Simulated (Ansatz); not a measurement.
Ga₆N₆H₁₈, a cluster cut from wurtzite GaN (hydrogen-capped), relaxed as a singlet with RKS PBE-D4/def2-SVP in Ansatz, starting from the GFN2-xTB geometry. Force threshold 0.03 eV/Å.

Start:

```csv
atom,x (Å),y (Å),z (Å)
N1,0.191,-2.330,-0.745
Ga2,1.246,-0.831,-1.557
Ga3,-1.841,0.193,-1.698
N4,0.082,0.614,-1.946
N5,2.427,-0.322,-0.019
Ga6,0.487,2.279,-0.947
Ga7,-0.992,-1.757,0.770
N8,-2.015,-0.257,0.226
N9,0.371,-1.171,2.118
Ga10,1.435,0.432,1.553
Ga11,-1.667,1.390,1.276
N12,0.251,1.789,0.960
H13,-0.463,-2.613,-1.488
H14,0.754,-3.161,-0.535
H15,2.110,-1.379,-2.708
H16,-2.061,-1.184,-2.463
H17,-2.710,1.418,-2.048
H18,0.177,0.865,-2.938
H19,3.104,-1.049,0.238
H20,2.985,0.467,-0.373
H21,2.052,2.497,-1.122
H22,-0.495,3.399,-1.344
H23,-1.755,-2.980,1.314
H24,-3.013,-0.461,0.366
H25,0.948,-1.939,2.476
H26,-0.186,-0.841,2.918
H27,2.438,0.800,2.662
H28,-2.552,2.548,0.772
H29,-1.746,0.933,2.797
H30,0.437,2.652,1.487
```

Problem. Estimate the energy that the relaxation releases and the steps that it takes.

Solution. 0.38 eV, in 5 steps; 16 s on 2 threads of AMD EPYC 7R13 on a shared host and a share (18 GiB) of an NVIDIA H100 80GB HBM3. No frequencies were taken in this run, so the end may be a saddle point.

Problem. Does the start keep its bonding and symmetry?

Solution. By distances, no bond broke or formed. The bond that changes most is Ga10–H27, from 1.54 to 1.58 Å (atoms count from 1). Point group Cs at the start, C3v at the end, both within 0.05 Å.

Problem. Predict the relaxed structure.

Solution. 
```
atom   x (Å)   y (Å)   z (Å)
  N1   0.139  -2.284  -0.777
 Ga2   1.283  -0.850  -1.606
 Ga3  -1.869   0.102  -1.762
  N4   0.073   0.616  -1.932
  N5   2.403  -0.252  -0.044
 Ga6   0.589   2.308  -0.966
 Ga7  -1.029  -1.807   0.791
  N8  -2.002  -0.243   0.219
  N9   0.316  -1.116   2.120
Ga10   1.478   0.444   1.602
Ga11  -1.678   1.370   1.384
 N12   0.246   1.777   0.947
 H13  -0.539  -2.519  -1.525
 H14   0.672  -3.149  -0.609
 H15   2.185  -1.439  -2.759
 H16  -2.006  -1.343  -2.471
 H17  -2.803   1.301  -2.185
 H18   0.174   0.862  -2.930
 H19   3.132  -0.940   0.190
 H20   2.911   0.575  -0.408
 H21   2.194   2.426  -1.111
 H22  -0.349   3.503  -1.392
 H23  -1.776  -3.079   1.350
 H24  -3.003  -0.453   0.364
 H25   0.865  -1.878   2.541
 H26  -0.270  -0.741   2.890
 H27   2.518   0.779   2.740
 H28  -2.614   2.566   0.956
 H29  -1.680   0.823   2.904
 H30   0.441   2.641   1.480
```
Bond lengths (bridged metal pairs left out): 15 × Ga–N 1.93 to 2.02 Å; 9 × H–N 1.03 to 1.04 Å; 9 × Ga–H 1.58 to 1.62 Å.
